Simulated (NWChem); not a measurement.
Species: SnH2, singlet; SMILES [SnH2]

```xyz
3

Sn     0.0000     0.0000     0.0194
H      0.0000    -1.2619    -1.2372
H      0.0000     1.2619    -1.2372
```
Atoms are numbered in this order, from 1.

Computed with NWChem. Low-valent species are run as closed-shell singlets; no triplet was tried in these runs. Coordinates come from a PBE0/def2-SVP (def2 core potentials past Kr) optimisation. GIAO values for the isolated, static molecule; σ is the absolute isotropic shielding, δ = σ(reference) − σ with the isolated reference molecule computed at the same levels (1H: tetramethylsilane). Spin-orbit effects, on the heavy nuclei and on their neighbours, are missing.

**Question.** Estimate the computed values for PBE0/x2c-SVPall-s, scalar ZORA without spin-orbit coupling. Quantities: σ Sn1 (ppm); δ H2 (ppm).

**Answer.** 
- σ Sn1 (ppm) = -130.4
- δ H2 (ppm) = 11.89
